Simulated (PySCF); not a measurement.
C₂H₈Ti, multiplicity 1. Atoms are numbered in the order given.

```xyz
11

Ti     0.0000     0.0000    -0.4685
C     -1.6849     0.0000     0.6752
H     -2.2583    -0.9031     0.3915
H     -1.4917     0.0000     1.7605
H     -2.2583     0.9031     0.3915
C      1.6849     0.0000     0.6752
H      2.2583    -0.9031     0.3915
H      2.2583     0.9031     0.3915
H      1.4917     0.0000     1.7605
H      0.0000    -1.4031    -1.4420
H      0.0000     1.4031    -1.4420
```

Geometry optimised at B3LYP-D3(BJ)/def2-SVP. The spin state was assumed, not searched. The structure was generated by enumeration; whether it is a known compound was not checked.

These are CAM-B3LYP/def2-TZVPD (PySCF) values and carry that method's errors.

Symmetry labels are those of the subgroup C2v that the program uses (full group C2v).

Computed valence orbital energies around the gap with their symmetry:
```
orbital  symmetry  energy (eV)
-------  --------  -----------
HOMO−7         A1       -13.16
HOMO−6         B2       -12.89
HOMO−5         A2       -12.89
HOMO−4         B1       -12.67
HOMO−3         A1       -10.16
HOMO−2         B2        -9.66
HOMO−1         A1        -9.44
HOMO           B1        -9.41
LUMO           A1        -0.83
LUMO+1         A2        -0.62
LUMO+2         B2        -0.39
LUMO+3         A1        -0.26
```
